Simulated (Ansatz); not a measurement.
Program: Ansatz. Geometries: PBE0-D4/def2-TZVP. ΔE: electronic, gas phase. CBS: MP2 limit from def2 TZ/QZ plus the TZ coupled-cluster correction, frozen cores. Functionals use def2-TZVPP. def2 core potentials past Kr. For Br, In outer-core shells are correlated without core-valence functions, which leaves a few kJ/mol of doubt a bond. Scalar relativity is left out up to krypton. Each species was taken in one conformer, which may not be the lowest.

`[OH][In]([SH])[Br]` + `NC1=COC1` → `[NH2][In]([OH])[SH]` + `BrC1=COC1`  (formal exchange of groups at the In–Br bond)

```csv
level,ΔE (kJ/mol),difference from CCSD(T)/CBS
PBE-D4,126.6,4.2
r2SCAN-D4,132.5,10.1
B2PLYP,126.6,4.2
PBE,127.3,4.9
r2SCAN,132.7,10.3
MP2/def2-TZVPP,114.8,-7.6
CCSD/def2-TZVPP,124.9,2.5
CCSD(T)/def2-TZVPP,119.6,-2.8
HF/CBS(def2),157.2,34.8
MP2/CBS(def2),117.6,-4.8
CCSD(T)/CBS,122.4,0
```

Largest T1 diagnostic among the species: 0.015.

From PBE to PBE0 (25 % exact exchange), in def2-TZVPP and without D4, ΔE moves by +9.8 kJ/mol. In def2-TZVPP, CCSD(T) changes the Hartree–Fock value by −38.3 kJ/mol (the triples alone add −5.3 kJ/mol) and MP2 by −43.1 kJ/mol.

CCSD(T)/CBS has its own doubt, a few kJ/mol and more with outer-core shells, so smaller differences from it don't rank the levels.
